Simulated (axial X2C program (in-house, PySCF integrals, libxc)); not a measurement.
# YbO²⁺: a free-ion multiplet in an axial field

Calculated with an axial X2C code built on PySCF integrals: two-component X2C with atomic mean-field Coulomb and Gaunt terms, basis Yb dyall-v3z, O dyall-v3z (cores contracted in-house). Orbitals come from Hartree–Fock averaged over the configuration Yb f12 s0; CI then distributes these electrons over the f, s shells of Yb.

R = 1.633 Å.

Task: Which level do Hund's rules give for f12, how many Ω levels does it split into, and what is its Landé factor?

Result: S = 1, L = 5, J = 6 (3H6). It gives Ω = 0 to 6, 7 levels. gJ = 3/2 + [S(S+1) − L(L+1)]/[2J(J+1)] = 1.167, so g∥ = 2gJΩ.

The computed levels compare thus:

```json
{"Ω": "1", "energy (cm⁻¹)": "0", "g∥ computed": "2.31", "2gJΩ": "2.33"}
{"Ω": "2", "energy (cm⁻¹)": "13", "g∥ computed": "4.68", "2gJΩ": "4.67"}
{"Ω": "0", "energy (cm⁻¹)": "21", "g∥ computed": "0.00", "2gJΩ": "0.00"}
{"Ω": "3", "energy (cm⁻¹)": "240", "g∥ computed": "7.10", "2gJΩ": "7.00"}
{"Ω": "4", "energy (cm⁻¹)": "910", "g∥ computed": "9.49", "2gJΩ": "9.33"}
{"Ω": "5", "energy (cm⁻¹)": "2391", "g∥ computed": "11.78", "2gJΩ": "11.67"}
{"Ω": "6", "energy (cm⁻¹)": "4703", "g∥ computed": "13.99", "2gJΩ": "14.00"}
```

The 7 lowest levels are just these Ω; they span 4703 cm⁻¹, the lowest has Ω = 1, and the next level lies at 6978 cm⁻¹. Departures of g∥ from 2gJΩ come from intermediate coupling and from mixing with the higher-lying level J − 1 of the term. The computed g∥ is the magnitude of 2⟨Lz + ge Sz⟩.

There is no dynamic correlation: spin–orbit spacings and, for f shells, spacings inside one term are the most reliable numbers, splittings between terms come out too wide, and energies between configurations are not reliable, so the lowest level need not be the ground state of the molecule. At most 4 roots were kept for each Ω > 0 (twice that for Ω = 0) within 2.2 eV of the lowest, so higher up levels can be missing between those listed; levels with Ω > 0 are doubly degenerate and listed once, Ω = 0 levels singly. States that fill the shells left empty in the average are placed too high. Along the bond the averaged SCF switches between close solutions, so this one may not be the lowest.
